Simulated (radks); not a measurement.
Values are calculated unless marked as measured or tabulated.
Q: These are the eigenvalues of the occupied orbitals of an atom or ion with whole-number occupations (Ry). Code: a radial shooting solver on a logarithmic mesh with Libxc functionals. Model: non-relativistic Kohn-Sham, PBE, spin-unpolarised, spherical densities, point nucleus.

1s: -260.4495
2s: -28.48950
2p: -23.31714
3s: -4.90078
3p: -3.63466
4f: -0.45936

Which element is it, and in what charge state? The configuration may be excited.

A: Z = 19, potassium, charge +2: K2+ in [Ne] 3s2 3p4 4f1. The list shows which subshells hold electrons but not how many an open one holds; the 1s level, -130.22 hartree, gives Z - s = 16.1 by -(Z - s)^2/2, which with screening narrows Z to a few neighbours, and the depths of the outer levels then fix element, charge and occupations together.
